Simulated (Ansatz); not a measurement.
System: SnI$_{2}$ (charge 0, singlet). 
Coordinates optimised at B3LYP-D3(BJ)/def2-TZVP (Ansatz, an electronic-structure program):
```xyz
3

Sn     0.0121     0.0019     1.1958
I      1.0631    -1.8353    -0.5720
I     -1.0745     1.8335    -0.5562
```

Wanted: vertical electron affinity (to the doublet state of charge -1; a negative value means that the extra electron is unbound and the number depends on the basis; each state is the SCF solution reached for its spin), in eV. Correlated levels leave the core frozen unless marked. UHF or UKS for open shells. No spin-orbit coupling. Frozen are the shells of the preceding noble gas and the d and f shells that filled before the atom's block. In def2 rows, elements after Kr have scalar-relativistic effective core potentials. Anions need diffuse functions: def2-D sets add few. 

```tsv
level	program	vertical electron affinity (eV)
HF/def2-SVPD	Ansatz	1.58
HF/def2-TZVPPD	Ansatz	1.56
HF/def2-QZVPPD	Ansatz	1.55
PBE/def2-TZVPD	Ansatz	1.66
wB97M-V/def2-TZVPD	Ansatz	1.88
SCS-MP2/def2-TZVPPD	Ansatz	1.65
```
